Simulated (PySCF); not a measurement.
Gas-phase reaction: I2 + 3 SiH4 + SiI2 ⇌ 4 SiH3I

Computed with PySCF and rigid-rotor harmonic-oscillator thermochemistry at 1 bar. The comparison is the NASA 1993 polynomial table, which mixes measured and estimated data. After a fit of one offset per element over all species, the range-separated, M06-2X, PBE0/def2-QZVP and CCSD(T)/def2-TZVPP enthalpies, where run, lie to one side of the table for I2 (+16 kJ/mol): a fault of the table's entry, another state or a shared error of the levels is possible; this was not checked at source. † marks an energy on the PBE0/def2-TZVP geometry and frequencies; other levels use their own. MP2 and CCSD(T) freeze the core. All species are closed-shell singlets. I: scalar-relativistic def2 core potential, no spin-orbit coupling. MP2 isn't extrapolated to the basis-set limit. CCSD(T) isn't extrapolated to the basis-set limit. The table's entry may be an old estimate for SiI2, SiH3I (not checked at source).

| level | ΔH°(298 K), kJ |
|---|---|
| table | -266.2 |
| CCSD(T)/def2-SVP† | (withheld) |
| CCSD(T)/def2-TZVPP† | (withheld) |
| HF/def2-TZVP† | -301.3 |
| M06-2X/def2-TZVP† | (withheld) |
| MP2/def2-TZVPP† | -311.1 |
| PBE0/def2-SVP† | (withheld) |
| PBE0/def2-TZVP | -285.8 |
| r2SCAN/def2-TZVP† | -290.8 |
| LDA/def2-TZVP† | -284.5 |

**Question.** What belongs in the gaps?

**Answer.** 
- CCSD(T)/def2-SVP†, ΔH°(298 K), kJ: -263.6
- CCSD(T)/def2-TZVPP†, ΔH°(298 K), kJ: -285.4
- M06-2X/def2-TZVP†, ΔH°(298 K), kJ: -286.6
- PBE0/def2-SVP†, ΔH°(298 K), kJ: -282.6
